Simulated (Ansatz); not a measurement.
`[SiH3]O[SiH2]S`. Charge 0, multiplicity 1.

Cartesian coordinates in Å:
```
Si 1.734 -0.100 -0.100
O 0.268 0.228 -0.765
Si -1.276 0.528 -0.337
S -1.823 -0.426 1.490
H 2.743 -0.007 -1.182
H 1.741 -1.470 0.473
H 2.052 0.881 0.968
H -1.468 1.971 -0.065
H -2.135 0.058 -1.446
H -1.837 -1.663 0.964
```

Task: What are the harmonic wavenumbers in cm⁻¹ at PBE0-D4/def2-TZVP (Ansatz, finite differences of forces, unscaled)? (Estimate.)

Result: Ansatz gave: 42, 65, 77, 220, 274, 503, 520, 628, 719, 732, 752, 799, 890, 945, 954, 955, 988, 1107, 2230, 2234, 2246, 2249, 2257, 2708.

Task: Is this a minimum?

Result: Yes, all 24 modes are real.

Task: Give the ideal-gas thermochemistry at 298.15 K and 1 bar (rigid rotor, harmonic oscillator; point group C1, symmetry number 1).

Result: Zero-point energy 150.1 kJ/mol; H(298) − E = 172.2 kJ/mol; entropy 367.1 J/(mol·K), of which translation 167.5, rotation 114.6, vibration 84.9; G(298) − E = 62.7 kJ/mol. Modes under 100 cm⁻¹ are hindered rotations or soft bends, so the harmonic entropy is rough.
